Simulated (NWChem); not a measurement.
## BeF2

SMILES: [Be]([F])[F]
```xyz
3

Be     0.0000     0.0000     0.0000
F      0.0000     0.0000     1.3865
F      0.0000     0.0000    -1.3865
```
Charge 0, spin multiplicity 1.

Program: NWChem. Structure: optimised with B3LYP/def2-SVP, a minimum by its harmonic frequencies.

The field's frequency is 0.0428 Ha (1065 nm).

The structure started from a generated list of species.

**Question.** Give the polarisability tensor in bohr³ at PBE0/def2-SVPD, in the frame of the coordinates, and its isotropic mean.

**Answer.** 
```
12.06   0.00   0.00
 0.00  12.06   0.00
 0.00   0.00  15.92
```
Mean (one third of the trace): 13.34 bohr³.
